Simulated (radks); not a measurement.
F2+, 7 electrons, occupied as [He] 2s2 2p2 4s1 (not the ground configuration). All-electron calculation, Dirac Kohn-Sham, BLYP, spin-unpolarised, spherical densities, point nucleus; open shells fill j = l - 1/2 first. Program: a radial shooting solver on a logarithmic mesh with Libxc functionals.

Normalised radial functions P(r) = r R(r) (large component), r in bohr:

r,1s1/2,4s1/2
0.008189,0.3962,0.0226
0.01049,0.4970,0.0284
0.01355,0.6242,0.0356
0.01751,0.7777,0.0443
0.02262,0.9589,0.0545
0.02922,1.1667,0.0661
0.03744,1.3882,0.0781
0.04836,1.6256,0.0905
0.06247,1.8511,0.1012
0.0807,2.0339,0.1074
0.1034,2.1335,0.1058
0.1336,2.1173,0.0918
0.1726,1.9523,0.0611
0.2229,1.6393,0.0114
0.2879,1.2220,-0.0548
0.369,0.7960,-0.1244
0.4766,0.4240,-0.1818
0.6157,0.1773,-0.1959
0.7953,0.0543,-0.1395
1.019,0.0119,-0.0121
1.317,0.0015,0.1606
1.701,0.0001,0.2942
2.197,0.0000,0.2860
2.838,0.0000,0.0847
3.636,0.0000,-0.2273
4.697,0.0000,-0.5005
6.068,0.0000,-0.4866
7.838,0.0000,-0.2726
10.04,0.0000,-0.0915
12.97,0.0000,-0.0158
16.76,0.0000,-0.0013

1s1/2: eigenvalue -735.74 eV, 0 radial nodes, <r> = 0.176 bohr, 90 % of the charge inside 0.315 bohr. 4s1/2: eigenvalue -9.818 eV, 3 radial nodes at r = 0.234, 1.04, 3.05 bohr, <r> = 5.40 bohr, 90 % of the charge inside 7.56 bohr.
